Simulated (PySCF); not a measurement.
C₄H₉NSi.

```xyz
15

C      3.0800    -0.8486     0.1244
C      1.8767    -0.4989     0.5120
C      0.6588    -0.1445     0.8506
Si    -0.6772     0.2248    -0.4124
C     -2.1090    -0.9757    -0.2672
N     -1.2983     1.8090    -0.0553
H      3.3401    -1.9006    -0.0381
H      3.8630    -0.1001    -0.0412
H      0.4139    -0.0631     1.9217
H     -0.0331     0.0585    -1.7590
H     -2.5530    -0.9365     0.7404
H     -1.7740    -2.0076    -0.4574
H     -2.9024    -0.7438    -0.9974
H     -2.1736     2.0958    -0.4857
H     -0.6518     2.5935    -0.0425
```

Geometry optimised at r2SCAN-D4/def2-SVP. The structure was generated by enumeration; whether it is a known compound was not checked. Other conformers were not sampled.

Computed with PySCF with PBE0/pcSseg-1. Non-relativistic, no solvent.

### Question
Give the absolute GIAO shielding of each atom: isotropic value and principal components (ppm). (An estimate is asked for; the answer gives what the named calculation found.)

### Answer

```
atom  σ(iso)    σ11    σ22    σ33   span
----  ------  -----  -----  -----  -----
C1     112.9   25.5  146.9  166.3  140.8
C2     -44.9  -80.1  -73.1   18.5   98.6
C3      99.3   13.1  123.4  161.5  148.4
Si4    363.2  338.9  359.6  391.2   52.3
C5     185.2  177.6  187.7  190.2   12.7
N6     246.4  212.8  255.8  270.5   57.8
H7      26.7   24.5   25.2   30.3    5.7
H8      26.7   24.5   25.2   30.3    5.7
H9      26.1   24.0   26.8   27.5    3.5
H10     26.3   23.7   24.4   30.7    7.0
H11     30.9   27.1   28.5   37.2   10.1
H12     31.1   26.9   28.5   37.9   11.0
H13     31.0   26.8   28.4   37.7   10.9
H14     31.2   23.8   27.7   42.1   18.3
H15     31.1   23.7   27.5   42.2   18.5
```
